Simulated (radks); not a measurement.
Species: Au+. Configuration: [Xe] 4f14 5d9 7s1 (not the ground configuration). All-electron calculation, Dirac Kohn-Sham, BLYP, spin-unpolarised, spherical densities, finite nucleus; open shells are shared between the two j in proportion to 2j + 1; Fermi nuclear charge, rms radius 5.4371 fm. Program: a radial shooting solver on a logarithmic mesh with Libxc functionals.

Spin-orbit splittings of the eigenvalues, e(l+1/2) - e(l-1/2), with zeta = 2 splitting/(2l+1) and mean radii in bohr:

[
 {"shell": "2p", "occ.": "6", "splitting (eV)": "1836", "zeta (eV)": "1224", "<r> j=l-1/2": "0.05798", "<r> j=l+1/2": "0.06653"},
 {"shell": "3p", "occ.": "6", "splitting (eV)": "405.1", "zeta (eV)": "270.1", "<r> j=l-1/2": "0.1736", "<r> j=l+1/2": "0.1893"},
 {"shell": "3d", "occ.": "10", "splitting (eV)": "87.09", "zeta (eV)": "34.83", "<r> j=l-1/2": "0.1648", "<r> j=l+1/2": "0.1696"},
 {"shell": "4p", "occ.": "6", "splitting (eV)": "97.19", "zeta (eV)": "64.79", "<r> j=l-1/2": "0.4094", "<r> j=l+1/2": "0.4435"},
 {"shell": "4d", "occ.": "10", "splitting (eV)": "18.10", "zeta (eV)": "7.240", "<r> j=l-1/2": "0.4519", "<r> j=l+1/2": "0.4631"},
 {"shell": "4f", "occ.": "14", "splitting (eV)": "3.813", "zeta (eV)": "1.089", "<r> j=l-1/2": "0.4952", "<r> j=l+1/2": "0.5022"},
 {"shell": "5p", "occ.": "6", "splitting (eV)": "16.64", "zeta (eV)": "11.09", "<r> j=l-1/2": "1.001", "<r> j=l+1/2": "1.098"},
 {"shell": "5d", "occ.": "9", "splitting (eV)": "1.696", "zeta (eV)": "0.6784", "<r> j=l-1/2": "1.475", "<r> j=l+1/2": "1.531"}
]
